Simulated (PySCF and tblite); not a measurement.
Results of a calculation; reference values are marked as such.
System: C5H11B, numbered as in [CH2:1]=[CH:2][CH2:3][B:4]([CH3:5])[CH3:6].

Motion: shift of B4 from C3 to C1. GFN2-xTB gives an electronic barrier of 11.5 kcal/mol.

The start is the conformer from which the shift leaves, not the lowest one.

Task: What does revPBE/pcSseg-1 + D3(BJ) give on PBE0-D3(BJ)/def2-SVP geometries?

Result: A barrier of 10.5 kcal/mol, 1.0 below the tight-binding barrier (from unrounded values) and, with GFN2-xTB thermal terms, ΔG‡(298 K) = 13.2 kcal/mol and k = 1260 s⁻¹ (1 equivalent path).

Task: And the level of the geometries itself, PBE0-D3(BJ)/def2-SVP?

Result: 8.5 kcal/mol.

Programs: tblite and PySCF.
